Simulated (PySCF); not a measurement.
1-phenylphosphinan-4-one 1-sulfide, C11H13OPS.
Atom-mapped SMILES: `[O:1]=[C:2]1[CH2:3][CH2:4][P:5](=[S:6])([c:7]2[cH:8][cH:9][cH:10][cH:11][cH:12]2)[CH2:13][CH2:14]1` (hydrogens: H15, H16 on C3; H17, H18 on C4; H19 on C8; H20 on C9; H21 on C10; H22 on C11; H23 on C12; H24, H25 on C13; H26, H27 on C14)

Cartesian coordinates in Å at the PBE0-D3(BJ)/def2-SVP level; atoms count from 1:
```xyz
27
C11H13OPS angstrom
O      3.795    1.760    1.084
C      2.989    0.931    0.737
C      2.682    0.690   -0.732
C      1.192    0.729   -1.075
P      0.291   -0.519   -0.080
S      0.826   -2.358   -0.468
C     -1.483   -0.165   -0.272
C     -2.002    1.117   -0.045
C     -3.366    1.351   -0.196
C     -4.216    0.310   -0.572
C     -3.701   -0.966   -0.797
C     -2.336   -1.204   -0.648
C      0.754    0.045    1.602
C      2.277    0.046    1.745
H      3.244    1.433   -1.315
H      3.066   -0.314   -0.986
H      0.760    1.724   -0.877
H      1.023    0.493   -2.136
H     -1.347    1.942    0.251
H     -3.768    2.351   -0.020
H     -5.286    0.497   -0.690
H     -4.366   -1.782   -1.091
H     -1.907   -2.196   -0.820
H      0.286   -0.638    2.326
H      0.335    1.051    1.766
H      2.636   -0.987    1.587
H      2.583    0.369    2.749
```

The closed-shell ground state was solved at several levels (PySCF, density fitting, gas phase, non-relativistic).

```json
{"level": "CAM-B3LYP/pcSseg-1", "basis functions": "317", "total energy (Eh)": "-1241.4641", "HOMO (eV)": "-7.83", "LUMO (eV)": "-0.21", "gap (eV)": "7.62", "dipole (D)": "4.68"}
{"level": "PBE0/pcSseg-1", "basis functions": "317", "total energy (Eh)": "-1240.8603", "HOMO (eV)": "-6.61", "LUMO (eV)": "-1.31", "gap (eV)": "5.30", "dipole (D)": "4.61"}
```

Q: What might CAM-B3LYP/def2-SVPD (398 basis functions) give for the same quantities?

A: Total energy -1240.9845 Eh, HOMO -7.85 eV, LUMO -0.26 eV, gap 7.59 eV, dipole 4.79 D.

Q: Over all these levels, which gives the widest orbital gap and which the narrowest?

A: CAM-B3LYP/pcSseg-1 (range-separated hybrid) has the widest, 7.62 eV, and PBE0/pcSseg-1 (global hybrid, 25 % exact exchange) the narrowest, 5.30 eV. The two share the basis. From the narrowest to the widest the HOMO moves by -1.22 eV and the LUMO by +1.10 eV.

Q: How far do the dipole and the HOMO energy spread over the levels?

A: The dipole runs from 4.61 to 4.79 D (mean 4.69 D) and the HOMO from -7.85 to -6.61 eV.

One conformer stands for the species.
